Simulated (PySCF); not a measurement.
**C (carbon, neutral): UHF calculation**

Configuration: [He] 2s2 2p1 3s1, high-spin 3P determinant (an excited configuration). Calculation: PySCF 2.14, in dyall-av3z; no relativity, point nucleus.

```json
{
  "Total energy": "-37.421095 hartree",
  "One-electron energy": "-48.7848 hartree",
  "Hartree (Coulomb) energy": "16.2086 hartree",
  "Exchange energy": "-4.8449 hartree",
  "Kinetic energy": "37.47123 hartree",
  "⟨S²⟩": "2.0066",
  "⟨L²⟩": "2.022",
  "Sum of ⟨r⟩": "10.13 bohr",
  "Sum of ⟨r²⟩": "37.29 bohr²",
  "Traceless quadrupole moment −½Σ⟨3z² − r²⟩ along its main axis": "-0.637 e·bohr²",
  "Density at the nucleus (Gaussians lack the cusp)": "127 bohr⁻³",
  "Spin density at the nucleus": "0.334 bohr⁻³",
  "Langevin diamagnetic susceptibility": "-29.5 ×10⁻⁶ cm³/mol"
}
```

```
shell  electrons  mean orbital energy (hartree)  rms radius, mean of both spins (bohr)
 1s α          1                      -11.69071                                  0.311
 1s β          1                      -11.65660                                  0.311
 2s α          1                       -1.01654                                   1.61
 2s β          1                       -0.86983                                   1.61
 2p α          1                       -0.69909                                   1.66
 3s α          1                       -0.12462                                   5.40
```

The outer electron is Rydberg-like, and this basis confines it to a smaller radius and binds it less than a complete one would.

Spin-orbit constants ζ (cm⁻¹) from the X2C one-electron operator on these orbitals (non-relativistic here): bare nucleus, nucleus screened by l(l+1)(2l+1)/3 electrons, and screened by the Breit-Pauli mean field of the electrons.

| shell | bare | screened nucleus | mean field |
| --- | --- | --- | --- |
| 2p | 76.57 | 51.05 | 41.39 |

To first order the Landé constant is A = 20.69 cm⁻¹, so the lowest level has J = 0 and lies 0.00513 eV below the centre of the term. This holds in LS coupling only.
